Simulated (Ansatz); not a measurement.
Reaction (cleavage of the Si–Si bond): `N[SiH]([SiH3])O[SiH3]` + `[NH2][Zn][OH]` → `[NH2][Zn][O][SiH3]` + `N[SiH2]O[SiH3]`

Computed with Ansatz on PBE0-D4/def2-TZVP structures; ΔE is electronic, products minus reactants. CCSD(T)/CBS adds triple-zeta CCSD(T) − MP2 to the extrapolated MP2 energy (def2 sets, frozen cores). DFT in def2-TZVPP. B3LYP here is the variant with VWN-RPA as its local correlation; programs differ in this. For Zn outer-core shells are correlated without core-valence functions, which leaves a few kJ/mol of doubt a bond. Scalar relativity is left out up to krypton. Each species was taken in one conformer, which may not be the lowest.

```json
{"level": "r2SCAN-D4", "ΔE (kJ/mol)": "-107.8", "difference from CCSD(T)/CBS": "8.4"}
{"level": "B3LYP-D4", "ΔE (kJ/mol)": "-110.9", "difference from CCSD(T)/CBS": "5.3"}
{"level": "ωB97X-V", "ΔE (kJ/mol)": "-113.2", "difference from CCSD(T)/CBS": "3.0"}
{"level": "PBE", "ΔE (kJ/mol)": "-88.2", "difference from CCSD(T)/CBS": "28.0"}
{"level": "r2SCAN", "ΔE (kJ/mol)": "-109.3", "difference from CCSD(T)/CBS": "6.9"}
{"level": "PBE0", "ΔE (kJ/mol)": "-101.2", "difference from CCSD(T)/CBS": "15.0"}
{"level": "B3LYP", "ΔE (kJ/mol)": "-118.5", "difference from CCSD(T)/CBS": "-2.3"}
{"level": "HF/def2-TZVPP", "ΔE (kJ/mol)": "-155.2", "difference from CCSD(T)/CBS": "-39.0"}
{"level": "MP2/def2-TZVPP", "ΔE (kJ/mol)": "-125.4", "difference from CCSD(T)/CBS": "-9.2"}
{"level": "SCS-MP2/def2-TZVPP", "ΔE (kJ/mol)": "-131.7", "difference from CCSD(T)/CBS": "-15.5"}
{"level": "CCSD/def2-TZVPP", "ΔE (kJ/mol)": "-123.8", "difference from CCSD(T)/CBS": "-7.6"}
{"level": "CCSD(T)/def2-TZVPP", "ΔE (kJ/mol)": "-118.7", "difference from CCSD(T)/CBS": "-2.5"}
{"level": "HF/def2-QZVPP", "ΔE (kJ/mol)": "-157.4", "difference from CCSD(T)/CBS": "-41.2"}
{"level": "HF/CBS(def2)", "ΔE (kJ/mol)": "-157.7", "difference from CCSD(T)/CBS": "-41.5"}
{"level": "MP2/CBS(def2)", "ΔE (kJ/mol)": "-122.9", "difference from CCSD(T)/CBS": "-6.7"}
{"level": "CCSD/CBS(def2)", "ΔE (kJ/mol)": "-121.4", "difference from CCSD(T)/CBS": "-5.2"}
{"level": "CCSD(T)/CBS", "ΔE (kJ/mol)": "-116.2", "difference from CCSD(T)/CBS": "0"}
```

Largest T1 diagnostic among the species: 0.017.

The D4 term adds +7.7 kJ/mol with B3LYP and +4.6 kJ/mol with PBE0; it sums over pairs of atoms, weighted by their polarisabilities, and B3LYP, whose exchange is more repulsive, gets the larger term. From PBE to PBE0 (25 % exact exchange), in def2-TZVPP and without D4, ΔE moves by −13.0 kJ/mol.
